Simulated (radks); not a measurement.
Charge is removed step by step from the 3d3/2 level of the titanium ion Ti+, starting from [Ar] 3d(3/2: 2, 5/2: 0) 4s1. All-electron calculation, Dirac Kohn-Sham, LDA (Slater exchange, Perdew-Wang correlation), spin-unpolarised, spherical densities, point nucleus. Program: a radial shooting solver on a logarithmic mesh with Libxc functionals.

removed (e)  E - E(0) (eV)  eigenvalue (eV)  E minus straight line (eV)
0                    0.000          -11.658                       0.000
0.125                1.550          -13.156                      -0.715
0.25                 3.291          -14.712                      -1.238
0.375                5.231          -16.322                      -1.564
0.5                  7.374          -17.985                      -1.686
0.625                9.729          -19.698                      -1.596
0.75                12.301          -21.460                      -1.289
0.875               15.096          -23.268                      -0.759
1                   18.120          -25.122                       0.000

Removing the whole electron costs 18.120 eV by Delta-SCF, against 11.658 eV from minus the eigenvalue at the starting occupation. Slater's transition state (half an electron removed) gives 17.985 eV. Integrating minus the eigenvalue over the occupation (Janak's theorem) gives 18.120 eV. The mean slope of the eigenvalue, de/dn, is 13.5 eV per electron.
